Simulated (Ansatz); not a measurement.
Consider the ligand exchange at the Si–O bond: `B[SiH2]O[SiH2]F` + H–F → `B[SiH2]F` + `O[SiH2]F`.

Program: Ansatz. Geometries: PBE0-D4/def2-TZVP. ΔE: electronic, gas phase. CBS: MP2 limit from def2 TZ/QZ plus the TZ coupled-cluster correction, frozen cores. This one scheme is used for every species. Functionals use def2-TZVPP. One conformer a species, not always the lowest.

Is it downhill or uphill in electronic energy at CCSD(T)/CBS, and by how much? (Estimate.)

The calculation gave: Downhill: ΔE = -5.4 kcal/mol.

What do these levels give: PBE, PBE0, HF/def2-TZVPP, SCS-MP2/def2-QZVPP, HF/CBS(def2), MP2/CBS(def2)? (Best estimate.)

Computed: PBE -8.3, PBE0 -7.3, HF/def2-TZVPP -7.4, SCS-MP2/def2-QZVPP -5.9, HF/CBS(def2) -7.4, MP2/CBS(def2) -5.1 kcal/mol.

Largest T1 diagnostic among the species: 0.012.

From PBE to PBE0 (25 % exact exchange), in def2-TZVPP and without D4, ΔE moves by +1.0 kcal/mol. The D4 term adds +2.5 kcal/mol with B3LYP and +1.4 kcal/mol with PBE0; it sums over pairs of atoms, weighted by their polarisabilities, and B3LYP, whose exchange is more repulsive, gets the larger term. In def2-TZVPP, CCSD(T) changes the Hartree–Fock value by +1.8 kcal/mol (the triples alone add +0.2 kcal/mol) and MP2 by +2.1 kcal/mol.

B3LYP here is the variant with VWN-RPA as its local correlation; programs differ in this.
